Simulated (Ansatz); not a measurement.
Breaking the C1–Br2 bond in CH3Br (SMILES CBr) (multiplicity 1 held, fragments rigid). Energies count from the point at 1.957 Å.
Geometry at that point (charge 0, multiplicity 1):
```xyz
5

C     -1.534    -0.041    -0.029
Br     0.423     0.011     0.008
H     -1.830    -0.680    -0.853
H     -1.887     0.974    -0.173
H     -1.870    -0.443     0.921
```

R- and RO- levels are restricted; in cc, def2 and unpolarised 6-31G sets they are followed outwards from rest. Unrestricted levels (U-) break spin symmetry where that is lower. Active spaces are followed from a long bond inwards. Levels need not reach the same state.

Correlated levels freeze the cores. Filled d and f shells under p-block atoms count as core.

Codes used: Ansatz (Gaussian basis) for Hartree–Fock, density functionals and correlated methods. Values without a source in brackets are computed.

Energies in eV.

| R (Å) | U-HF/cc-pVDZ | U-MP2/cc-pVDZ | U-CCSD/cc-pVDZ | R-CCSD(T)/cc-pVDZ | FIC-MRCISD+Q on CASSCF(6,4)/cc-pVDZ |
|---|---|---|---|---|---|
| 1.566 | 2.68 | 2.65 | 2.72 | 2.73 | 2.75 |
| 1.762 | 0.45 | 0.44 | 0.47 | 0.48 | 0.49 |
| 1.957 | 0.00 | 0.00 | 0.00 | 0.00 | 0.00 |
| 2.153 | 0.31 | 0.31 | 0.27 | 0.25 | 0.24 |
| 2.349 | 0.90 | 0.94 | 0.81 | 0.76 | 0.75 |
| 2.643 | 1.54 | 2.29 | 1.76 | 1.59 | 1.56 |
| 2.936 | 1.81 | 2.84 | 2.46 | 2.24 | 2.22 |
| 3.425 | 1.98 | 3.16 | 2.92 | 2.65 | 2.84 |
| 3.915 | 2.03 | 3.26 | 3.03 | 2.14 | 3.05 |
| 4.502 | 2.05 | 3.29 | 3.06 | 0.94 | 3.12 |
| 5.285 | 2.06 | 3.30 | 3.08 | -0.07 | 3.13 |
| 6.264 | 2.06 | 3.31 | 3.08 | -0.24 | 3.14 |

Doubts at one or more of the structures used: a spin-contaminated determinant (U-HF/cc-pVDZ, U-MP2/cc-pVDZ, U-CCSD/cc-pVDZ); T1 above 0.05 (U-CCSD/cc-pVDZ, R-CCSD(T)/cc-pVDZ); the program's own flag: other amplitudes (U-CCSD/cc-pVDZ); a restricted determinant that unrestricted orbitals would lower (R-CCSD(T)/cc-pVDZ); other coupled-cluster roots lie near (R-CCSD(T)/cc-pVDZ); active orbitals that take no part (FIC-MRCISD+Q on CASSCF(6,4)/cc-pVDZ).

Ansatz is a quantum-chemistry and plane-wave program.
